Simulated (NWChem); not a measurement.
# AlHOCl2; SMILES [OH][Al]([Cl])[Cl]

```xyz
5

Al     0.0571     0.0000     0.4124
Cl    -1.8217     0.0000    -0.5296
Cl     1.8088     0.0000    -0.7321
O      0.2286     0.0000     2.1075
H     -0.5327     0.0000     2.7091
```
Atoms are numbered in this order, from 1.

Level: PBE-D3(BJ)/def2-SVP (NWChem), optimised geometry, unscaled harmonic frequencies. 

Task: List the harmonic frequencies with IR intensities, and the thermochemistry.

Result: 
```tsv
frequency (cm⁻¹)	IR intensity (km/mol)
149	8.9
194	12.4
220	31.6
333	121.4
428	9.3
563	98.4
639	249.6
888	86.8
3811	99.4
```

The zero-point energy is 10.3 kcal/mol, the thermal correction to the enthalpy at 298.15 K (with zero-point energy) is 14.4 kcal/mol and the heat capacity Cv comes out as 17.1 cal/(mol K). The entropy at 298.15 K and 1 atm (symmetry number 1) is 77.6 cal/(mol K) and the dipole moment is 1.85 D.

Rigid rotor and harmonic oscillator.
